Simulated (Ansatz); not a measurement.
```yaml
crystal:
  periodic: [false, false, false]
  atoms:
    - {symbol: O, position_ang: [1.328260, 0.228003, 0.362619]}
    - {symbol: B, position_ang: [0.999035, -0.302612, -0.330557]}
    - {symbol: F, position_ang: [1.639706, -0.633871, -0.724144]}
    - {symbol: S, position_ang: [0.048383, -0.638554, -0.815176]}
    - {symbol: Sn, position_ang: [-1.108907, 0.089454, 0.061846]}
    - {symbol: H, position_ang: [0.777970, 0.460390, 0.639746]}
    - {symbol: H, position_ang: [-1.727389, 0.788694, -0.591859]}
    - {symbol: H, position_ang: [-1.806209, -0.679387, 0.624080]}
    - {symbol: H, position_ang: [-0.453162, 0.675718, 0.737185]}
basis:
  gaussian: {orbitals: def2-TZVPD, point_charges: [{charge: 0.50, position_ang: [7.260, -0.405, -0.990]}]}
hamiltonian: {xc: {name: BHLYP}, dispersion: d4, pseudopotentials: {relativity: scalar}}
scf: {lower_state_search: light}
```

```sh
$ ansatz run in.yaml --threads 4 --pin off --events-out ev --progress --plain --max-ram 10444MiB
```

It prints (some lines left out):

```
Functional definition: BHLYP
1724 factors; their error is unknown
mean field evaluation 1: about -22092.0440 eV, gradient 1.2e2 eV
mean field evaluation 2: about -22066.2239 eV, gradient 1.6e2 eV
mean field evaluation 4: about -22110.5717 eV, gradient 7.1e0 eV
mean field evaluation 8: about -22110.6364 eV, gradient 1.4e-1 eV
mean field evaluation 16: about -22110.8870 eV, gradient 4.0e-4 eV
mean field -22110.88698513 eV, -812.5601094059 hartree, gradient 7.3e-5 eV, S^2 0.000000; 0 other end points of the search recorded, 0 dependent functions left out
reference -22110.88718047 eV, -812.5601165845 hartree; 32, 32 occupied and 223, 223 virtual orbitals, 1724 factors
Total energy: -22111.26537842 eV, -812.5740151029 hartree
Relativity: scalar
```

Question: What is wrong with this run?

Answer: The geometry is squeezed to about two thirds of its size. The calculation finished and met its thresholds. The result belongs to that input, not to the molecule as meant.
